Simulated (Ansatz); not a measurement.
All numbers were calculated with Ansatz.

A structure relaxed at PBE0-D4/def2-TZVP, charge 0, multiplicity 2:

Cartesian coordinates in Å:
```
O 1.064 0.047 1.283
Si 0.037 0.075 0.001
F -0.003 1.466 -0.735
Cl -1.789 -0.287 0.764
Cl 0.690 -1.300 -1.313
```

Q: Give its formula and SMILES.

A: Cl2FOSi, `[O][Si](F)(Cl)Cl`.

Q: Point group (tolerance 0.08 Å, 0.16 Å for H)?

A: Cs.

Q: Summarise the bond lengths by kind.

A: 1 × O–Si 1.643 Å; 1 × F–Si 1.574 Å; 2 × Cl–Si 2.011 to 2.012 Å.
